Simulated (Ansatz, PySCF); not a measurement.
Constitutional and geometric isomers with formula CH4BN. Gas-phase values, no solvent. One relaxed conformer stands for each flexible species; it need not be the lowest. Strings in code marks are SMILES.

Quantity: vertical ionisation energy (energy after one electron is removed minus that of the parent at the parent's geometry), in eV.

Level 1: frozen-core CCSD(T)/cc-pVTZ // PBE0-D3(BJ)/def2-TZVP (Ansatz, a quantum-chemistry and plane-wave program)
Level 2: PBE-D3(BJ)/def2-TZVP // PBE0-D3(BJ)/def2-TZVP (PySCF)
Level 3: minus the HOMO energy of B3LYP/6-31G* // PBE0-D3(BJ)/def2-TZVP (PySCF)
Level 4: minus the HOMO energy of ωB97X-D3(BJ)/def2-TZVP // PBE0-D3(BJ)/def2-TZVP (PySCF)

| species | level 1 | level 2 | level 3 | level 4 |
|---|---|---|---|---|
| `CB=N` | ? | 10.57 | 7.30 | ? |
| `B=NC` | 10.41 | 10.17 | 7.23 | 10.23 |
| `[H]/N=C\B` | ? | 9.77 | 6.93 | 9.96 |

Question: Fill in the missing entries.

Answer: 
- `CB=N`, level 1: 10.67
- `CB=N`, level 4: 10.54
- `[H]/N=C\B`, level 1: 9.96
